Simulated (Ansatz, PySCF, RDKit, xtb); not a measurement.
Torsion H3–C1–Si2–H6 in CH6Si (SMILES C[SiH3]); at each angle all else is relaxed with GFN2-xTB, and the levels are single points there.
Geometry at 60° (charge 0, multiplicity 1):
```xyz
8

C     -0.9804    -0.0782     0.0069
Si     0.9089     0.0719    -0.0200
H     -1.4132     0.5262     0.7995
H     -1.2925    -1.1060     0.1703
H     -1.4160     0.2516    -0.9323
H      1.4549    -0.3817     1.2614
H      1.2865     1.4696    -0.2422
H      1.4512    -0.7557    -1.1001
```

On the grid 0° to 120°, 120° is the highest and 60° the lowest point at MP2/CBS(cc-pV(T+d)Z, cc-pV(Q+d)Z) + ΔCCSD(T)/cc-pV(T+d)Z.

Frozen-core correlation. Rows in 6-31G* carry no dispersion term and start afresh at each structure (6-31G* with six Cartesian d functions).

Run with Ansatz (a first-principles code) with Gaussian orbitals; PySCF for 6-31G* rows, the dispersion terms; RDKit for the force fields; xtb for the GFN methods. Each number belongs to the level named beside it.

| level | energy at 120° less that at 60° (kcal/mol) |
|---|---|
| UFF | 1.82 |
| GFN-FF | 0.47 |
| HF/6-31G* | 1.38 |
| B3LYP-D3(BJ)/def2-TZVPP | 1.44 |
| PBE0/def2-TZVPP | 1.42 |
| PBE0-D3(BJ)/def2-TZVPP | 1.42 |
| PBE0-D4/def2-TZVPP | 1.42 |
| SCS-MP2/cc-pV(T+d)Z | 1.56 |
| CCSD/cc-pV(D+d)Z | ? |

Some entries are withheld; supply them.


- CCSD/cc-pV(D+d)Z, energy at 120° less that at 60° (kcal/mol): 1.61
